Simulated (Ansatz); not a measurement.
One geometry of Ca₃⁺, several levels of theory.

```yaml
crystal:
  periodic: [false, false, false]
  atoms:
    - {symbol: Ca, position_ang: [-1.440672, 1.452129, 0.023002]}
    - {symbol: Ca, position_ang: [1.292903, -0.133614, -1.579649]}
    - {symbol: Ca, position_ang: [0.147769, -1.318524, 1.556648]}
basis:
  gaussian: {orbitals: def2-TZVP, initial_orbitals: start.molden}
total_charge: 1
magnetization: {spin_polarized: true, initial_magnetization: 3}
hamiltonian: {xc: pbe0}
output: {orbitals: {seedname: orbitals}}
```

The file start.molden holds the orbitals of an earlier run on this structure, at another level or in another basis.

```sh
$ ansatz run in.yaml --threads 4 --pin off --events-out ev --progress --plain --max-ram 3916MiB
```

Shortened log:

```
Functional definition: PBE0
1152 factors; integrals over basis functions are off by at most 1.9e-4 eV
mean field evaluation 1: about -55292.6458 eV, gradient 3.6e-1 eV
mean field evaluation 2: about -55292.7099 eV, gradient 3.6e-5 eV
mean field evaluation 4: about -55292.7099 eV, gradient 1.1e-5 eV
mean field evaluation 8: about -55291.3637 eV, gradient 1.3e1 eV
mean field evaluation 16: about -55292.7097 eV, gradient 4.1e-2 eV
mean field evaluation 32: about -55292.4027 eV, gradient 3.0e-1 eV
mean field -55292.70987163 eV, -2031.9696090374 hartree, gradient 1.1e-6 eV, S^2 3.770553; 9 other end points of the search recorded, 0 dependent functions left out
reference -55292.70991068 eV, -2031.9696104725 hartree; 31, 28 occupied and 77, 80 virtual orbitals, 1152 factors
Total energy: -55292.70991068 eV, -2031.9696104725 hartree
```

It took 9.5 s on 4 threads of Arm Neoverse V1 on a shared host.

The first input with `hamiltonian: {xc: lda}`, `scf: {omitted_lower_state_checks: [starts]}` (abridged; 1.3 s):

```
Functional definition: SPW92
mean field -55156.82772610 eV, -2026.9760322937 hartree, gradient 6.5e-6 eV, S^2 3.752440
Total energy: -55156.82776881 eV, -2026.9760338630 hartree
Checks for a lower state left out: starts
```

As the first input, with `hamiltonian: {xc: {name: B2PLYP}}`, `scf: {omitted_lower_state_checks: [starts]}` and without the key `output` (abridged; 5.5 s):

```
Functional definition: B2PLYP
mean field -55289.36035915 eV, -2031.8465167242 hartree, gradient 2.1e-6 eV, S^2 3.780419
15 core orbitals not correlated: weight in the atoms' cores, before any rotation towards them, 1.000 or more for the frozen orbitals, at most 0.000 for the correlated occupied ones
second order -19.36667958 eV of doubles, -0.00000000 eV of singles
Total energy: -55294.58949323 eV, -2032.0386838573 hartree
Checks for a lower state left out: starts
```

The first input with `gaussian: {orbitals: def2-TZVPP, initial_orbitals: start.molden}`, `correlation: {method: ccsd_t}`, `scf: {omitted_lower_state_checks: [starts, cluster_reference]}` and without the key `hamiltonian` (abridged; 9 s):

```
Functional definition: HF
mean field -55241.02406780 eV, -2030.0701907806 hartree, gradient 3.8e-6 eV, S^2 3.887263
15 core orbitals not correlated: weight in the atoms' cores, before any rotation towards them, 1.000 or more for the frozen orbitals, at most 0.000 for the correlated occupied ones
second order -15.51888124 eV of doubles, -0.00000000 eV of singles
cycle   1  -16.71276332 eV  change    -1.2e0 eV  update   1.1e-1
cycle   2  -17.09989536 eV  change   -3.9e-1 eV  update   5.5e-2
cycle   3  -17.16364419 eV  change   -6.4e-2 eV  update   3.2e-2
cycle   4  -17.14182011 eV  change    2.2e-2 eV  update   1.6e-2
cycle   5  -17.14982305 eV  change   -8.0e-3 eV  update   5.9e-3
cycle   6  -17.15263430 eV  change   -2.8e-3 eV  update   2.5e-3
cycle   7  -17.15274413 eV  change   -1.1e-4 eV  update   1.1e-3
cycle   8  -17.15329319 eV  change   -5.5e-4 eV  update   4.8e-4
cycle   9  -17.15330590 eV  change   -1.3e-5 eV  update   2.2e-4
cycle  10  -17.15325186 eV  change    5.4e-5 eV  update   1.0e-4
cycle  11  -17.15325829 eV  change   -6.4e-6 eV  update   4.7e-5
cycle  12  -17.15325836 eV  change   -7.1e-8 eV  update   2.0e-5
perturbative correction -0.45676513 eV, -0.0167858088 hartree
Total energy: -55258.63409128 eV, -2030.7173472071 hartree
Checks for a lower state left out: starts, cluster_reference
```

Geometry: PBE0/def2-TZVP.

Correlated methods freeze 15 core orbitals; core or outer-core shells of Ca are correlated, in sets that lack core-valence functions. At CCSD(T)/def2-TZVPP the charge 1 quartet is spin-contaminated (final ⟨S²⟩ up to 3.89, 3.75 for a pure state). At PBE0/def2-TZVP a doublet of charge 1 lies 0.39 eV below the quartet, each at its own geometry. The structure comes from a short search, and lower isomers may exist.
